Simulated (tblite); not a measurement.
C7H5F3O4SSi.
Atom-mapped SMILES: `[O:1]=[C:2]1[CH:3]=[C:4]([S:5](=[O:6])(=[O:7])[C:8]([F:9])([F:10])[F:11])[C:12](=[O:13])[CH:14]=[C:15]1[SiH3:16]` (hydrogens: H17 on C3; H18 on C14; H19, H20, H21 on Si16)

Cartesian coordinates in Å at the GFN2-xTB level; atoms count from 1:
```
atom  x, y, z in Å
O1     1.7587    0.4776    2.4179
C2     1.2039    0.1895    1.3800
C3    -0.2643   -0.0482    1.3086
C4    -0.8313   -0.3515    0.1468
S5    -2.5953   -0.7369    0.0454
O6    -2.7800   -2.0621   -0.4403
O7    -3.2013   -0.3554    1.2797
C8    -3.2525    0.5021   -1.2480
F9    -3.3828   -0.0031   -2.4568
F10   -4.4298    0.9579   -0.8449
F11   -2.4002    1.5322   -1.2915
C12   -0.0981   -0.4435   -1.1311
O13   -0.6883   -0.6307   -2.1725
C14    1.3552   -0.2564   -1.0222
C15    1.9667    0.0460    0.1311
Si16   3.8324    0.3385    0.3840
H17   -0.8446    0.0230    2.2190
H18    1.9091   -0.3555   -1.9451
H19    4.4403    0.1742   -0.9366
H20    4.2976   -0.6786    1.3207
H21    3.9956    1.6979    0.8864
```

Structure optimised with GFN2-xTB, isolated species.

Take the most abundant isotopes and a rigid rotor. The values belong to one conformer with, in the numbering `[O:1]=[C:2]1[CH:3]=[C:4]([S:5](=[O:6])(=[O:7])[C:8]([F:9])([F:10])[F:11])[C:12](=[O:13])[CH:14]=[C:15]1[SiH3:16]`, C3–C4–S5–O6 -119°.

(1) What are A, B and C (MHz)?

(2) Classify the top.

(3) What does the inertial defect say?

(4) Give the other two planar moments, Paa and Pbb, and the rms extents of the mass along the axes.

(5) List the rotational levels J(Ka,Kc) to J = 2 (MHz).

Results:

(1) Ia = 525.94, Ib = 2019.50, Ic = 2203.61 u·Å²; 505379 MHz·u·Å²/I gives A = 960.9, B = 250.2, C = 229.3 MHz.

(2) A near-prolate asymmetric top: κ = (2 × 250.2 − 960.9 − 229.3)/(960.9 − 229.3) = -0.94.

(3) Not planar: Δ = Ic − Ia − Ib = -341.83 u·Å². For a rigid frame Δ = −2 Σ m c², so Σ m c² = 170.91 u·Å² lies off the ab plane: 3.49 from hydrogen and 167.43 from heavier atoms. The atom farthest from that plane is 1.93 Å away.

(4) Paa = Σ m a² = (Ib + Ic − Ia)/2 = 1848.59 and Pbb = Σ m b² = (Ia + Ic − Ib)/2 = 355.02 u·Å². With the mass M = 269.96 u, the rms extents √(P/M) along a, b and c are 2.62, 1.15, 0.80 Å.

(5) Above 0(0,0):
J = 1: 1(0,1) 480, 1(1,1) 1190, 1(1,0) 1211
J = 2: 2(0,2) 1438, 2(1,2) 2129, 2(1,1) 2191, 2(2,1) 4323, 2(2,0) 4324
Those of J = 1 are B + C, A + C and A + B.

Its GFN2-xTB frequencies are all real (lowest 30 cm⁻¹). Constants of a rigid frame at the computed geometry: no zero-point averaging, no centrifugal distortion.
